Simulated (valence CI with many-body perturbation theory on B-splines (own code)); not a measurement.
The numbers below are computed, except where a source is named.
# Energy levels of Sr5+

Level of theory: configuration interaction combined with many-body perturbation theory (CI+MBPT): five valence electrons over a frozen Dirac-Fock core [Ar] 3d10, radial functions for each j: 9 s, 9 p, 8 d, 6 f, 3 g, 1 h, with the one-electron correlation potential Σ1, the two-electron term Σ2, the three-electron term Σ3, Breit, model QED; selected CI, second order for the rest, scaled by the run's own slope (own B-spline code, finite nucleus).

Set against measurement, 19 paired levels are off by 96 cm⁻¹ on average, the worst by 213. These come from a selection out of Sansonetti, J. Phys. Chem. Ref. Data 41, 013102 (2012). Levels without a partner in it may be off by more. Among the levels kept, up to 1100 cm⁻¹ of a level comes from second order outside the variational space, and about a tenth of that is noise between levels of different J, which matters for small intervals.

Levels 1 to 45 of 54, with energies above the lowest level, 4s2.4p3 4S°_3/2. "Leading %" is the weight of the configuration and term that name the level; weights of strongly mixed levels are sums over their largest components and can fall short. In the jj column 3d3/2^4 stands for four electrons in 3d with j = 3/2.

```tsv
No.	Configuration	Term	J	E (cm⁻¹)	Leading %	Second component	g	Leading jj
1	4s2.4p3	4S°	3/2	0	92	4 % 4s2.4p3 2P°	1.966	4s^2 4p1/2 4p3/2^2 (44 %)
2	4s2.4p3	2D°	3/2	20270	82	13 % 4s2.4p3 2P°	0.896	4s^2 4p1/2 4p3/2^2 (50 %)
3	4s2.4p3	2D°	5/2	23649	96		1.200	4s^2 4p1/2 4p3/2^2 (96 %)
4	4s2.4p3	2P°	1/2	38718	96		0.665	4s^2 4p1/2 4p3/2^2 (96 %)
5	4s2.4p3	2P°	3/2	43724	79	14 % 4s2.4p3 2D°	1.273	4s^2 4p3/2^3 (82 %)
6	4s.4p4	4P	5/2	152970	88	7 % 4s2.4p2.4d 4P	1.593	4s 4p1/2^2 4p3/2^2 (71 %)
7	4s.4p4	4P	3/2	159380	89	8 % 4s2.4p2.4d 4P	1.727	4s 4p1/2 4p3/2^3 (74 %)
8	4s.4p4	4P	1/2	162030	88	8 % 4s2.4p2.4d 4P	2.656	4s 4p1/2 4p3/2^3 (30 %)
9	4s.4p4	2D	3/2	188230	77	16 % 4s2.4p2.4d 2D	0.820	4s 4p1/2 4p3/2^3 (46 %)
10	4s.4p4	2D	5/2	189880	78	14 % 4s2.4p2.4d 2D	1.208	4s 4p1/2 4p3/2^3 (64 %)
11	4s.4p4	2P	3/2	215620	50	43 % 4s2.4p2.4d 2P	1.318	4s 4p1/2 4p3/2^3 (34 %)
12	4s.4p4	2S	1/2	216680	42	28 % 4s.4p4 2P	1.359	4s 4p1/2^2 4p3/2^2 (44 %)
13	4s.4p4	2S	1/2	227270	39	24 % 4s.4p4 2P	1.309	4s 4p3/2^4 (43 %)
14	4s2.4p2.4d	4F	3/2	234890	89	4 % 4s2.4p2.4d 4D	0.449	4s^2 4p1/2^2 4d3/2 (49 %)
15	4s2.4p2.4d	4F	5/2	237400	85	10 % 4s2.4p2.4d 4D	1.066	4s^2 4p1/2 4p3/2 4d3/2 (50 %)
16	4s2.4p2.4d	4F	7/2	241230	87	8 % 4s2.4p2.4d 4D	1.252	4s^2 4p1/2 4p3/2 4d5/2 (70 %)
17	4s2.4p2.4d	2F	5/2	243900	71	20 % 4s2.4p2.4d 4D	0.974	4s^2 4p1/2 4p3/2 4d3/2 (67 %)
18	4s2.4p2.4d	4F	9/2	245690	91	5 % 4s2.4p2.4d 2G	1.323	4s^2 4p1/2 4p3/2 4d5/2 (54 %)
19	4s2.4p2.4d	4D	1/2	246170	94		0.020	4s^2 4p1/2 4p3/2 4d3/2 (76 %)
20	4s2.4p2.4d	2F	7/2	246600	47	44 % 4s2.4p2.4d 4D	1.274	4s^2 4p1/2 4p3/2 4d5/2 (52 %)
21	4s2.4p2.4d	4D	3/2	246850	88	5 % 4s2.4p2.4d 4F	1.161	4s^2 4p1/2 4p3/2 4d3/2 (46 %)
22	4s2.4p2.4d	4D	5/2	249950	64	24 % 4s2.4p2.4d 2F	1.221	4s^2 4p1/2 4p3/2 4d5/2 (53 %)
23	4s2.4p2.4d	2F	7/2	256520	46	43 % 4s2.4p2.4d 4D	1.271	4s^2 4p3/2^2 4d5/2 (85 %)
24	4s2.4p2.4d	2G	7/2	268920	90	4 % 4s2.4p2.4d 2F	0.904	4s^2 4p1/2 4p3/2 4d3/2 (41 %)
25	4s2.4p2.4d	2G	9/2	270790	91	5 % 4s2.4p2.4d 4F	1.122	4s^2 4p3/2^2 4d5/2 (53 %)
26	4s2.4p2.4d	2P	3/2	271030	52	36 % 4s.4p4 2P	1.302	4s^2 4p1/2 4p3/2 4d5/2 (41 %)
27	4s2.4p2.4d	4P	5/2	275920	83	7 % 4s.4p4 4P	1.578	4s^2 4p1/2 4p3/2 4d5/2 (46 %)
28	4s2.4p2.4d	4P	3/2	278340	76	7 % 4s.4p4 4P	1.635	4s^2 4p1/2 4p3/2 4d3/2 (38 %)
29	4s2.4p2.4d	2P	1/2	278380	39	30 % 4s2.4p2.4d 4P	1.413	4s^2 4p1/2 4p3/2 4d3/2 (43 %)
30	4s2.4p2.4d	4P	1/2	281010	54	21 % 4s2.4p2.4d 2P	1.884	4s^2 4p3/2^2 4d3/2 (54 %)
31	4s2.4p2.4d	2D	3/2	283120	78	8 % 4s2.4p2.4d 4P	0.908	4s^2 4p1/2 4p3/2 4d5/2 (41 %)
32	4s2.4p2.4d	2D	5/2	290040	85	7 % 4s.4p4 2D	1.205	4s^2 4p3/2^2 4d5/2 (36 %)
33	4s2.4p2.4d	2D	3/2	296740	74	12 % 4s.4p4 2D	0.841	4s^2 4p1/2 4p3/2 4d3/2 (36 %)
34	4s2.4p2.4d	2D	5/2	297710	87	5 % 4s.4p4 2D	1.198	4s^2 4p3/2^2 4d5/2 (51 %)
35	4s2.4p2.4d	2P	1/2	301060	79	8 % 4s2.4p2.4d 2S	0.800	4s^2 4p1/2 4p3/2 4d5/2 (67 %)
36	4s2.4p2.4d	2F	5/2	303430	74	12 % 4s2.4p2.4d 2D	0.935	4s^2 4p1/2 4p3/2 4d3/2 (36 %)
37	4s2.4p2.4d	2F	7/2	306810	93		1.141	4s^2 4p1/2 4p3/2 4d5/2 (52 %)
38	4s2.4p2.4d	2P	3/2	306840	80	5 % 4s.4p4 2P	1.300	4s^2 4p3/2^2 4d5/2 (58 %)
39	4s2.4p2.4d	2S	1/2	309300	69	13 % 4s.4p4 2S	1.898	4s^2 4p3/2^2 4d5/2 (26 %)
40	4s2.4p2.4d	2D	5/2	319680	73	18 % 4s2.4p2.4d 2F	1.140	4s^2 4p3/2^2 4d5/2 (65 %)
41	4s2.4p2.4d	2D	3/2	320140	92		0.805	4s^2 4p3/2^2 4d3/2 (55 %)
42	4s2.4p2.5s	4P	1/2	327350	83	8 % 4s2.4p2.5s 2P	2.476	4s^2 4p1/2^2 5s (74 %)
43	4s2.4p2.5s	4P	3/2	333280	91		1.715	4s^2 4p1/2 4p3/2 5s (94 %)
44	4s2.4p2.5s	2P	1/2	338320	85	9 % 4s2.4p2.5s 4P	0.867	4s^2 4p1/2 4p3/2 5s (86 %)
45	4s2.4p2.5s	4P	5/2	338620	84	12 % 4s2.4p2.5s 2D	1.552	4s^2 4p1/2 4p3/2 5s (65 %)
```

Names give the largest LS component (configuration and term), which can be under half, so a name can repeat, a term be missing and a line seem to break the LS rules; names also repeat where a configuration has a term twice.

The ionisation energy to 4s2.4p2 3P_0 of the next ion comes out as 88.296 eV (NIST: 88 ± 2 eV (theoretical)). All 54 levels together are meant to be complete up to 357680 cm⁻¹.
